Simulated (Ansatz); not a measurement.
CH$_{4}$BClFGa (`FC[B](Cl)[GaH2]`), 9 atoms. Charge 0, multiplicity 1. Correlated methods include outer-core shells of Ga, which these sets cover unevenly. Scalar relativity is left out up to krypton. All runs use 4 threads of an Intel Xeon on a shared host. Correlated methods freeze the cores.

Question: How many basis functions does each run have, and how long does it take in Ansatz? RKS PBE0-D4/def2-QZVPP energy; RHF-CCSD(T)/def2-TZVPP energy; RKS HSE06 (plane-wave form)-D4/def2-TZVPP energy; RKS PBE0-D4/def2-TZVP frequencies; RHF-MP2/def2-QZVPP energy; RKS PBE0-D4/def2-TZVPP energy; RHF-CCSD(T)/def2-SVP energy; RKS PBE0-D4/def2-SVP energy; RKS PBE-D4/def2-TZVPP energy and forces; RKS ωB97M-V/def2-SVP energy; direct RPA on PBE orbitals/def2-TZVPP energy; RKS ωB97M-V/def2-QZVPP energy. (Best estimate.)

Answer: The calculation gave: Other jobs shared the machine, so times are rough.

```json
{"level": "RKS PBE0-D4/def2-SVP", "job": "energy", "functions": "112", "wall time": "2.6 s", "peak host memory (GiB)": "0.44"}
{"level": "RKS PBE-D4/def2-TZVPP", "job": "energy and forces", "functions": "239", "wall time": "4.5 s", "peak host memory (GiB)": "0.34"}
{"level": "RKS PBE0-D4/def2-TZVPP", "job": "energy", "functions": "239", "wall time": "6.5 s", "peak host memory (GiB)": "0.69"}
{"level": "RKS ωB97M-V/def2-SVP", "job": "energy", "functions": "112", "wall time": "7.5 s", "peak host memory (GiB)": "0.44"}
{"level": "RKS HSE06 (plane-wave form)-D4/def2-TZVPP", "job": "energy", "functions": "239", "wall time": "7.5 s", "peak host memory (GiB)": "0.73"}
{"level": "direct RPA on PBE orbitals/def2-TZVPP", "job": "energy", "functions": "239", "wall time": "9.5 s", "peak host memory (GiB)": "0.55"}
{"level": "RHF-CCSD(T)/def2-SVP", "job": "energy", "functions": "112", "wall time": "13 s", "peak host memory (GiB)": "0.55"}
{"level": "RKS PBE0-D4/def2-QZVPP", "job": "energy", "functions": "450", "wall time": "18 s", "peak host memory (GiB)": "1.8"}
{"level": "RKS ωB97M-V/def2-QZVPP", "job": "energy", "functions": "450", "wall time": "34 s", "peak host memory (GiB)": "2.2"}
{"level": "RHF-MP2/def2-QZVPP", "job": "energy", "functions": "450", "wall time": "51 s", "peak host memory (GiB)": "2.6"}
{"level": "RHF-CCSD(T)/def2-TZVPP", "job": "energy", "functions": "239", "wall time": "3.6 min", "peak host memory (GiB)": "4.6"}
{"level": "RKS PBE0-D4/def2-TZVP", "job": "frequencies", "functions": "202", "wall time": "5.1 min", "peak host memory (GiB)": "0.62"}
```
